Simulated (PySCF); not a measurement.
A structure optimised at PBE-D3(BJ)/def2-SVP, used in a PySCF frequency run:

```xyz
4

Si     0.6095     0.4293     0.0000
Br    -0.0779    -0.6581     1.8407
Br    -0.0779    -0.6581    -1.8407
Cl    -0.1811     2.3563     0.0000
```
Charge 0, spin multiplicity 2.

Q: Write its SMILES, formula and point group.

A: Cl[Si](Br)Br, Br₂ClSi, Cs

Q: What are its rotational constants (standard atomic weights)?

A: 1.7836, 0.91218, 0.62218 GHz
